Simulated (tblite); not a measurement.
C₆H₉O₂P.
Geometry (GFN2-xTB, Å), atoms numbered from 1 in this order:
```xyz
18
C6H9O2P angstrom
C     -2.7017    2.1652   -0.4384
C     -2.4007    1.1453    0.1109
C     -1.9966   -0.0814    0.7494
P     -0.5616   -0.7779   -0.1784
O     -0.8621   -1.3679   -1.4863
O     -0.0038   -1.8859    0.8580
C      0.7310    0.5376   -0.1754
C      1.9132   -0.0339   -0.8754
C      3.0458   -0.3560   -0.2776
H     -2.9869    3.0553   -0.9141
H     -2.8025   -0.8184    0.7074
H     -1.7121    0.0911    1.7884
H      0.2079   -2.6804    0.3648
H      0.3194    1.3912   -0.7158
H      0.9633    0.8223    0.8498
H      1.7698   -0.2227   -1.9307
H      3.8676   -0.7948   -0.8164
H      3.2012   -0.1820    0.7749
```

Method: GFN2-xTB as coded in tblite; computed harmonic values from a numerical Hessian at the method's own geometry, unscaled. Against measured fundamentals such values can be off by several per cent, at times by over 20. One conformer, not necessarily the lowest.

Harmonic wavenumbers (cm⁻¹): 37.5, 47.4, 57.5, 93.1, 148.1, 194.1, 225.8, 265.4, 274.6, 295.9, 343.6, 384.7, 414.5, 436.5, 587.7, 638.3, 647.1, 711.7, 748.8, 784.8, 815.8, 829.8, 891.7, 893.1, 950.2, 1005.1, 1014.4, 1034.5, 1072.1, 1156.0, 1176.3, 1184.1, 1267.7, 1282.1, 1385.6, 1399.4, 1422.9, 1710.5, 2292.9, 2946.1, 2966.1, 2972.0, 2994.2, 3068.1, 3098.8, 3131.7, 3400.6, 3580.6.

A = 2196, B = 953.1, C = 810.6 MHz; mass 144.034 u (most abundant isotopes); point group C1, symmetry number 1.

Task: What is the zero-point energy?

Result: Half the sum of the wavenumbers: 29140 cm⁻¹ = 348.59 kJ/mol.

Task: Entropy at 273.15 K, 1 bar (ideal gas, RRHO, classical rotation)?

Result: Translation 169.02, rotation 122.87, vibration 143.31: S = 435.2 J/(mol K).

Task: And Cp and H(273.15 K) − H(0)?

Result: Cp = 169.43 J/(mol K), of which vibrations give 136.17 (their classical limit is 48 R = 399.1); H(273.15 K) − H(0) = 28.86 kJ/mol without the zero-point energy, 19.77 from vibrations.

Task: How do the functions run with temperature in this model?

Result: 
| T (K) | S (J/(mol K)) | Cp (J/(mol K)) | H − H(0) (kJ/mol) | G − H(0) (kJ/mol) | ln q(vib) |
| --- | --- | --- | --- | --- | --- |
| 50 | 258.1 | 63.6 | 2.38 | -10.53 | 1.01 |
| 100 | 310.4 | 90.2 | 6.22 | -24.82 | 2.76 |
| 298.15 | 450.5 | 180.0 | 33.23 | -101.09 | 9.32 |
| 373.15 | 494.1 | 209.4 | 47.85 | -136.53 | 11.65 |
| 500 | 561.2 | 249.2 | 77.06 | -203.55 | 15.44 |
| 750 | 673.0 | 301.3 | 146.42 | -358.34 | 22.32 |
| 1000 | 764.6 | 335.0 | 226.23 | -538.39 | 28.46 |

q(vib) and H(0) count from the zero-point level.

Task: Blend soft modes into free rotors: weight 1/[1 + (100 cm⁻¹/ν̃)⁴] for the oscillator and the rest for a rotor with moment μB/(μ + B), μ = h/(8π²ν), B = 10⁻⁴⁴ kg m². What vibrational entropy results?

Result: 127.03 J/(mol K) in place of 143.31, which changes −T·S at 273.15 K by +4.45 kJ/mol.

Task: Which modes carry the vibrational entropy at 273.15 K?

Result: 37.5 cm⁻¹: 21.81; 47.4 cm⁻¹: 19.87; 57.5 cm⁻¹: 18.28; 93.1 cm⁻¹: 14.32; 148.1 cm⁻¹: 10.59; 194.1 cm⁻¹: 8.48 J/(mol K); the other 42 give 49.95 together.

Task: What must be added to the electronic energy to get the Gibbs energy at 273.15 K and 1 bar?

Result: ZPE + [H(273.15 K) − H(0)] − T·S = 348.59 + 28.86 − 118.87 = 258.58 kJ/mol.

Hindered rotation and anharmonicity are outside this model. Other conformers, if any are populated, would add a mixing term that is left out. The structure is chiral; the term R ln 2 for an equal mix with its mirror image is left out.
